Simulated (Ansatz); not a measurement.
Total energies of `[F][SnH]([Cl])[SeH]`.

Z-matrix (Å, degrees):
```
Sn
Cl 1 2.309
Se 1 2.495 2 110.2
F 1 1.912 2 102.7 3 -115.7
H 1 1.695 2 111.6 3 130.1
H 3 1.470 1 90.0 2 -40.2
```

Charge 0, multiplicity 1. Correlated methods include outer-core shells of Se, Sn, which these sets cover unevenly. Scalar relativity is left out up to krypton. Sn: def2 effective core potential. The geometry is a stationary point of PBE0-D4/def2-TZVP. It is one conformer, not always the lowest. Basis def2-TZVPP, the Gaussian-basis code of Ansatz.

RPA on PBE orbitals: Hartree–Fock energy of these orbitals -3173.39546 Eh, correlation -1.54817 Eh (frozen core).

```tsv
functional	energy without D4 (Eh)	D4 term (kJ/mol)
LDA (SPW92)	-3171.37487	–
revPBE	-3176.99105	-37.8
BLYP	-3177.23462	-35.1
B97M-V	-3176.67651	–
PBE0	-3176.73983	-14.6
r2SCANh	-3177.24395	-4.2
r2SCAN0	-3177.21177	-4.7
CAM-B3LYP	-3177.36337	-15.4
LC-ωPBE	-3176.79252	–
PBE-QIDH	-3176.13275	–
```

Q: Give the same for PBE, r2SCAN, B3LYP, HSE06 (plane-wave form), BHLYP, ωB97X-V, ωB97M-V, B2PLYP. (Estimate.)

A: Ansatz gave: 
```
             functional  energy without D4 (Eh)  D4 term (kJ/mol)
                    PBE             -3176.61765             -16.9
                 r2SCAN             -3177.26650              -3.8
                  B3LYP             -3177.38797             -27.8
HSE06 (plane-wave form)             -3176.72957             -14.0
                  BHLYP             -3177.14362             -26.7
                ωB97X-V             -3176.92403                 –
                ωB97M-V             -3177.03313                 –
                 B2PLYP             -3176.49445                 –
```

B3LYP takes the VWN-RPA correlation (the form of Gaussian; ORCA's B3LYP/G). HSE06 is the plane-wave form, built on full-range PBE exchange. The double hybrids freeze the cores in their second-order part.

LC-ωPBE has ω = 0.4 bohr⁻¹.
